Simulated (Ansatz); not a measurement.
One change: `CC(C)OB(N)N` becomes `CC(C)[O][InH][F]`.

Ansatz, PBE0-D4/def2-TZVP geometries, multiplicity 1. Each molecule was computed in one conformer, which needn't be the lowest.

Elements past krypton have def2 core potentials.

```csv
property,`CC(C)OB(N)N`
size of the dipole moment (B3LYP/def2-TZVPP) / D,1.40
LUMO energy (PBE/def2-TZVPP) / eV,0.07
LUMO energy (ωB97M-V/def2-TZVPP) / eV,2.18
HOMO–LUMO gap (ωB97M-V/def2-TZVPP) / eV,11.30
size of the dipole moment (ωB97M-V/def2-TZVPP) / D,1.40
HOMO energy (PBE0/def2-TZVPP) / eV,-6.74
```

Q: Give the same properties after the change, and the shifts. (Estimate.)

A: The calculation gave: 
```json
{"property": "size of the dipole moment (B3LYP/def2-TZVPP) / D", "`CC(C)[O][InH][F]`": "4.11", "shift": "2.71"}
{"property": "LUMO energy (PBE/def2-TZVPP) / eV", "`CC(C)[O][InH][F]`": "-2.11", "shift": "-2.18"}
{"property": "LUMO energy (ωB97M-V/def2-TZVPP) / eV", "`CC(C)[O][InH][F]`": "0.11", "shift": "-2.07"}
{"property": "HOMO–LUMO gap (ωB97M-V/def2-TZVPP) / eV", "`CC(C)[O][InH][F]`": "10.37", "shift": "-0.93"}
{"property": "size of the dipole moment (ωB97M-V/def2-TZVPP) / D", "`CC(C)[O][InH][F]`": "4.10", "shift": "2.70"}
{"property": "HOMO energy (PBE0/def2-TZVPP) / eV", "`CC(C)[O][InH][F]`": "-7.87", "shift": "-1.13"}
```

With PBE0 the HOMO falls by 1.13 eV and the LUMO falls by 2.18 eV, so the gap narrows by about 1.05 eV. PBE moves the HOMO by -1.08 eV and ωB97M-V by -1.14 eV. Dipoles are sizes alone; their direction can turn.

B3LYP here is the variant with VWN-RPA as its local correlation; programs differ in this.
